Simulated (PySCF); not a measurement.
O₂, charge +1, doublet, geometry from GFN2-xTB (a state made from the parent by changing its charge; the spin is typed, not shown lowest); CCSD(T)/STO-3G run with PySCF.

Here is a job for PySCF.
```python
from pyscf import gto, scf, cc

mol = gto.M(
    atom='''
O    -0.000000   -0.000000   -0.549573
O     0.000000    0.000000    0.549573
''',
    basis='sto-3g',
    charge=1,
    spin=1,
    verbose=4,
)

mf = scf.UHF(mol)
mf.kernel()

mycc = cc.CCSD(mf)
mycc.kernel()
et = mycc.ccsd_t()
print('E(CCSD(T)) = %.10f' % (mycc.e_tot + et))
```

Output, abridged:

```
PySCF version 2.14.0

[INPUT] verbose = 4
[INPUT] num. atoms = 2
[INPUT] num. electrons = 15
[INPUT] charge = 1
[INPUT] spin (= nelec alpha-beta = 2S) = 1
[INPUT] symmetry False subgroup None
[INPUT] Mole.unit = angstrom
[INPUT] Symbol           X                Y                Z      unit          X                Y                Z       unit  Magmom
[INPUT]  1 O      0.000000000000   0.000000000000  -0.549573000000 AA    0.000000000000   0.000000000000  -1.038542455456 Bohr   0.0
[INPUT]  2 O      0.000000000000   0.000000000000   0.549573000000 AA    0.000000000000   0.000000000000   1.038542455456 Bohr   0.0

nuclear repulsion = 30.812413909417
number of shells = 6
number of NR pGTOs = 30
number of NR cGTOs = 10
basis = sto-3g
ecp = {}

******** <class 'pyscf.scf.uhf.UHF'> ********
method = UHF
initial guess = minao
damping factor = 0
level_shift factor = 0
DIIS = <class 'pyscf.scf.diis.CDIIS'>
diis_start_cycle = 1
diis_space = 8
diis_damp = 0
SCF conv_tol = 1e-09
SCF conv_tol_grad = None
SCF max_cycles = 50
direct_scf = True
direct_scf_tol = 1e-13
number electrons alpha = 8  beta = 7
Set gradient conv threshold to 3.16228e-05
init E= -148.048564897167

cycle= 1 E= -147.202603351626  delta_E= 0.846  |g|= 0.108  |ddm|= 1.73
cycle= 2 E= -147.209279628111  delta_E= -0.00668  |g|= 0.0244  |ddm|= 0.172
cycle= 3 E= -147.209710330186  delta_E= -0.000431  |g|= 0.00287  |ddm|= 0.0528
cycle= 4 E= -147.209716367979  delta_E= -6.04e-06  |g|= 0.000548  |ddm|= 0.00639
cycle= 5 E= -147.209716637254  delta_E= -2.69e-07  |g|= 1.57e-06  |ddm|= 0.0016
cycle= 6 E= -147.209716637256  delta_E= -1.71e-12  |g|= 5.81e-09  |ddm|= 3.74e-06
Extra cycle  E= -147.209716637256  delta_E=    0  |g|= 6.98e-10  |ddm|= 3.95e-09
converged SCF energy = -147.209716637256  <S^2> = 0.75093381  2S+1 = 2.0009336

******** <class 'pyscf.cc.uccsd.UCCSD'> ********
CC2 = 0
CCSD nocc = (np.int64(8), np.int64(7)), nmo = (10, 10)
max_cycle = 50
direct = 0
conv_tol = 1e-07
conv_tol_normt = 1e-06
diis_space = 6
diis_start_cycle = 0
diis_start_energy_diff = 1e+09
Init t2, MP2 energy = -0.156346034185527
Init E_corr(UCCSD) = -0.156346034185527
cycle = 1  E_corr(UCCSD) = -0.153259586533207  dE = 0.00308644765  norm(t1,t2) = 0.036801
cycle = 2  E_corr(UCCSD) = -0.155909344739893  dE = -0.00264975821  norm(t1,t2) = 0.0154687
cycle = 3  E_corr(UCCSD) = -0.157430331395561  dE = -0.00152098666  norm(t1,t2) = 0.00838738
cycle = 4  E_corr(UCCSD) = -0.157686971722623  dE = -0.000256640327  norm(t1,t2) = 0.00173703
cycle = 5  E_corr(UCCSD) = -0.157639494745737  dE = 4.74769769e-05  norm(t1,t2) = 0.000388444
cycle = 6  E_corr(UCCSD) = -0.157640837647629  dE = -1.34290189e-06  norm(t1,t2) = 0.000105135
cycle = 7  E_corr(UCCSD) = -0.157641270855238  dE = -4.33207609e-07  norm(t1,t2) = 1.69729e-05
cycle = 8  E_corr(UCCSD) = -0.157641220131326  dE = 5.07239121e-08  norm(t1,t2) = 3.43482e-06
cycle = 9  E_corr(UCCSD) = -0.157641198707629  dE = 2.14236961e-08  norm(t1,t2) = 1.21292e-06
cycle = 10  E_corr(UCCSD) = -0.157641168497282  dE = 3.02103472e-08  norm(t1,t2) = 3.10968e-07
UCCSD converged
E(UCCSD) = -147.3673578057534  E_corr = -0.1576411684972822
UCCSD(T) correction = -0.00150053621081891
E(CCSD(T)) = -147.3688583420
```
